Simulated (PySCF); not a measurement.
# GaI from Hartree–Fock to correlated methods

State: ¹Σ⁺ (singlet), closed shell. Set-up: PySCF, scalar-relativistic core potentials, basis sets Ga cc-pVDZ-PP with ECP10, I cc-pVDZ-PP with ECP28. De refers to Ga + I in their high-spin ground configurations, without counterpoise correction. A positive dipole means Ga(−)I(+).

```csv
Level,Re (Å),ωe (cm⁻¹),De (eV),μ (D)
RHF,2.650,205,2.66,-3.37
RHF-MP2,2.612,221,3.60,n/a
RHF-SCS-MP2,2.622,217,3.47,n/a
RHF-CCSD,2.621,217,3.39,n/a
RHF-CCSD(T),2.620,218,3.47,n/a
PBE,2.634,209,3.88,-2.58
PBEsol,2.605,216,4.10,-2.42
PW91,2.631,210,3.91,-2.57
BLYP,2.667,200,3.69,-2.72
r²SCAN,2.606,217,3.82,-2.53
PBE0,2.614,215,3.76,-2.77
CAM-B3LYP,2.615,214,3.59,-2.90
```

The bond length runs from 2.605 Å (PBEsol) to 2.667 Å (BLYP). De spans 2.66 eV (RHF, mean field) to 4.10 eV (PBEsol, GGA). Correlation at CCSD(T) changes the Hartree–Fock bond energy by +0.81 eV; the triples alone change it by +0.08 eV.

Correlated steps freeze 8 core orbitals. Correlated levels converge slowly with the basis: in double zeta they bind strong bonds too weakly, by up to about 1 eV, and carry superposition errors of some tenths. Spin–orbit coupling is left out, which matters for elements this heavy, above all for dissociation energies. Where the molecule has an RHF reference, its open-shell atoms are computed with UHF.
